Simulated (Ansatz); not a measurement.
`Cl[SiH2]C#[C][GeH3]` and `F[SiH2]C#[C][GeH3]` differ in one atom or group.

Ansatz, PBE0-D4/def2-TZVP geometries, multiplicity 1. 

Scalar relativity is left out up to krypton.

```tsv
property	`Cl[SiH2]C#[C][GeH3]`
HOMO–LUMO gap (PBE0/def2-TZVPP) / eV	7.29
LUMO energy (B3LYP/def2-TZVPP) / eV	-1.18
HOMO energy (B3LYP/def2-TZVPP) / eV	-8.05
HOMO energy (PBE0/def2-TZVPP) / eV	-8.30
HOMO energy (PBE/def2-TZVPP) / eV	-7.10
LUMO energy (PBE/def2-TZVPP) / eV	-1.89
```

Task: What does the change do to each property? (An estimate is asked.)

Result: The calculation gave: 
| property | `F[SiH2]C#[C][GeH3]` | shift |
| --- | --- | --- |
| HOMO–LUMO gap (PBE0/def2-TZVPP) / eV | 7.24 | -0.05 |
| LUMO energy (B3LYP/def2-TZVPP) / eV | -1.24 | -0.06 |
| HOMO energy (B3LYP/def2-TZVPP) / eV | -8.05 | 0.00 |
| HOMO energy (PBE0/def2-TZVPP) / eV | -8.30 | 0.00 |
| HOMO energy (PBE/def2-TZVPP) / eV | -7.10 | 0.00 |
| LUMO energy (PBE/def2-TZVPP) / eV | -1.94 | -0.05 |

Positive LUMOs are unbound, so they and the gaps depend on the basis.

B3LYP here is the variant with VWN-RPA as its local correlation; programs differ in this.
